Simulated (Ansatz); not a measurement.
Program: Ansatz. Geometries: PBE0-D4/def2-TZVP. ΔE: electronic, gas phase. CCSD(T)/CBS is the MP2 limit (def2-TZVPP, def2-QZVPP) plus CCSD(T) − MP2 in def2-TZVPP, frozen cores. This one scheme is used for every species. DFT in def2-TZVPP. B3LYP here is the variant with VWN-RPA as its local correlation; programs differ in this. One conformer a species, not always the lowest.

Reaction (ligand exchange at the Si–O bond): `CO[SiH](O)F` + `O[SiH2]F` → `CO[SiH](F)O[SiH2]F` + H₂O

`CO[SiH](O)F`:

Z-matrix (Å, degrees):
```
C
O 1 1.412
H 1 1.091 2 108.1
H 1 1.095 2 111.2 3 -119.0
H 1 1.094 2 111.3 3 119.4
Si 2 1.623 1 125.5 3 -176.0
F 6 1.595 2 107.9 1 49.5
O 6 1.619 2 108.8 1 170.5
H 6 1.471 2 114.0 1 -68.9
H 8 0.958 6 118.6 2 -39.6
```

`O[SiH2]F`:

Cartesian coordinates in Å:
```
O 1.122 -0.425 0.424
Si -0.388 -0.041 -0.051
F -0.450 0.186 -1.630
H 1.800 0.252 0.416
H -1.236 -1.200 0.281
H -0.848 1.228 0.561
```

`CO[SiH](F)O[SiH2]F`:

Z-matrix (Å, degrees):
```
C
O 1 1.413
H 1 1.094 2 111.1
H 1 1.090 2 107.9 3 119.2
H 1 1.095 2 111.4 3 -121.8
Si 2 1.615 1 126.3 3 66.8
O 6 1.623 2 112.2 1 -58.9
F 6 1.583 2 105.8 1 -177.3
H 6 1.471 2 113.1 1 63.6
Si 7 1.621 6 149.9 2 -36.3
F 10 1.596 7 108.6 6 60.6
H 10 1.476 7 108.6 6 177.4
H 10 1.477 7 110.9 6 -57.2
```

H₂O:

Cartesian coordinates in Å:
```
O 0.345 -0.068 0.167
H 0.177 0.369 -0.671
H -0.522 -0.301 0.504
```

```json
{"level": "r2SCAN-D4", "ΔE (kJ/mol)": "-13.2"}
{"level": "PBE0", "ΔE (kJ/mol)": "-9.4"}
{"level": "B3LYP", "ΔE (kJ/mol)": "-9.2"}
{"level": "MP2/def2-TZVPP", "ΔE (kJ/mol)": "-15.6"}
{"level": "CCSD(T)/def2-TZVPP", "ΔE (kJ/mol)": "-16.5"}
{"level": "HF/CBS(def2)", "ΔE (kJ/mol)": "-18.5"}
{"level": "MP2/CBS(def2)", "ΔE (kJ/mol)": "-18.3"}
{"level": "CCSD/CBS(def2)", "ΔE (kJ/mol)": "-19.5"}
```

**Question.** What does CCSD(T)/CBS give? (Best estimate.)

**Answer.** Ansatz gave: -19.2 kJ/mol. The listed levels differ from it by 6.0, 9.8, 10.0, 3.6, 2.7, 0.7, 0.9, -0.3 kJ/mol.

Largest T1 diagnostic among the species: 0.012.

The D4 term adds −9.2 kJ/mol with B3LYP and −5.7 kJ/mol with PBE0; it sums over pairs of atoms, weighted by their polarisabilities, and B3LYP, whose exchange is more repulsive, gets the larger term. From PBE to PBE0 (25 % exact exchange), in def2-TZVPP and without D4, ΔE moves by −3.5 kJ/mol.
